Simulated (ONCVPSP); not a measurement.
## Ce ONCV: all-electron and pseudo phase curves

ONCVPSP 4.0.1 input, shortened (lines: element, Z, core and valence counts, functional; n l f; lmax; l rc ep ncon nbas qcut; lloc lpopt rc5 dvloc0; l nproj debl; icmod fcfact rcfact), PBE, scalar-relativistic:

```
  Ce 58.00    9    6        4      upf
    1    0    2.00
    2    0    2.00
    2    1    6.00
    3    0    2.00
    3    1    6.00
    3    2   10.00
    4    0    2.00
    4    1    6.00
    4    2   10.00
    4    3    1.00
    5    0    2.00
    5    1    6.00
    5    2    1.00
    6    0    1.50
    6    1    0.50
    3
    0    2.15    0.00    4    8    4.60
    1    2.90    0.00    4    8    5.70
    2    2.45    0.00    4    8    4.50
    3    1.60    0.00    3    7   10.60
    3    5    1.60    0.00
    0    2    3.70
    1    2    1.90
    2    3    0.90
    3    0    3.00
    2    0.75    0.70
```

The phase is arctan(r·R′/R) of the radial function R(r), unwrapped; energies in Ha, scanned from -3 to 5 Ha. A pole is an energy at which the radial function vanishes at the test radius. The pseudo phase is shifted by a multiple of π to meet the all-electron one at the reference energy, and phase errors are pseudo minus all-electron; the curves can meet again beyond the range given. Levels narrower than the energy grid can be missing from the lists of poles. Where the grid stepped over a known ghost or core level, its pole and its step of π were put in at the level’s energy.

| channel | radius (bohr) | reference energy (Ha) | poles, all-electron | poles, pseudo | unbroken range about the reference energy with phases within 0.05 rad | phase error 1 Ha above the reference energy (rad) |
| --- | --- | --- | --- | --- | --- | --- |
| s | 2.18 | -0.15 | -1.05, 4.79 | -1.05, 4.56 | the whole range | -0.001 |
| p | 2.95 | -0.06 | -0.75, 2.12 | -1.38, -0.75, 2.11 | -1.4 to 3.4 | -0.000 |
| d | 2.49 | -0.13 | 0.75 | 0.75, 4.83 | the whole range | +0.000 |
| f | 1.62 | -0.22 | 0.25 | 0.34 | -0.5 to 0.4 | +0.096 |

Note: ghosts flagged at negative energy: s at -106.0 eV, p at -37.5 eV; GHOST(+) flagged for d at 149.0 eV. A true bound ghost makes a file unfit for plane-wave use.

Phases in the s channel:

```json
{"E (Ha)": "-2.98", "all-electron": "1.198", "pseudo": "1.198"}
{"E (Ha)": "-2.54", "all-electron": "1.047", "pseudo": "1.047"}
{"E (Ha)": "-2.10", "all-electron": "0.465", "pseudo": "0.465"}
{"E (Ha)": "-1.66", "all-electron": "-1.098", "pseudo": "-1.098"}
{"E (Ha)": "-1.22", "all-electron": "-1.505", "pseudo": "-1.505"}
{"E (Ha)": "-0.78", "all-electron": "-1.650", "pseudo": "-1.650"}
{"E (Ha)": "-0.34", "all-electron": "-1.752", "pseudo": "-1.752"}
{"E (Ha)": "0.10", "all-electron": "-1.867", "pseudo": "-1.867"}
{"E (Ha)": "0.54", "all-electron": "-2.055", "pseudo": "-2.055"}
{"E (Ha)": "0.98", "all-electron": "-2.513", "pseudo": "-2.515"}
{"E (Ha)": "1.42", "all-electron": "-3.556", "pseudo": "-3.563"}
{"E (Ha)": "1.86", "all-electron": "-4.186", "pseudo": "-4.191"}
{"E (Ha)": "2.30", "all-electron": "-4.413", "pseudo": "-4.418"}
{"E (Ha)": "2.74", "all-electron": "-4.522", "pseudo": "-4.527"}
{"E (Ha)": "3.18", "all-electron": "-4.588", "pseudo": "-4.593"}
{"E (Ha)": "3.62", "all-electron": "-4.632", "pseudo": "-4.639"}
{"E (Ha)": "4.06", "all-electron": "-4.667", "pseudo": "-4.676"}
{"E (Ha)": "4.50", "all-electron": "-4.695", "pseudo": "-4.708"}
{"E (Ha)": "4.94", "all-electron": "-4.721", "pseudo": "-4.740"}
```
